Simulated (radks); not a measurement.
Numerical settings for the palladium ion Pd3+, [Kr] 4d7. Calculated with a radial shooting solver on a logarithmic mesh with Libxc functionals: scalar-relativistic Kohn-Sham, BLYP, spin-polarised, spherical densities, finite nucleus; open shells are filled with parallel spins first (spin-orbit coupling, left out, can overturn this in heavy ions); Fermi nuclear charge, rms radius 4.5318 fm. The defaults (mesh step 0.008 in ln r, mesh end at 40 bohr or more with all orbitals vanishing there, Anderson mixing 0.5 over 9 steps, residual threshold near 1e-9 with the energy settled to 1e-9 hartree or 1e-11 of itself, here a cap of 77 iterations) give E = -5044.0722 hartree and 4d at -40.198 eV in 18 iterations. Run on one thread of a shared host, so times are rough (Arm Neoverse V1): 0.21 s of CPU time, 0.21 s wall, 18 iterations on 2189 mesh points. Changes against that run (0 stands for a change within the tolerance of the run):

setting                     iterations  converged  E (mhartree)  e(4d) (meV)  CPU (s)
mesh step in ln r 0.08               2         no      diverged            -     0.01
mesh step in ln r 0.005             20        yes             0            0     0.37
mesh step in ln r 0.012             15        yes             0            0     0.14
mesh end (bohr) 3                   17        yes          +248    +3.68e+03     0.19
mesh end (bohr) 400                 18        yes             0            0     0.22
residual threshold 1e-05            12        yes             0       +0.078     0.17
residual threshold 0.001             8        yes      -0.00461     +0.00447     0.13
mixing 0.01                         33        yes             0            0     0.36
linear mixing, mixing 0.05          77         no        +0.541         -326     0.94
linear mixing, mixing 0.8           59         no      diverged            -     0.59
mixing history 3                    23        yes             0            0     0.25
iteration cap 3                      3         no         +36.4    -1.31e+03     0.05

Settings that end as converged yet miss the energy by more than 1 mhartree: mesh end (bohr) 3 (+0.248 hartree). A mesh that ends early acts as a hard wall.
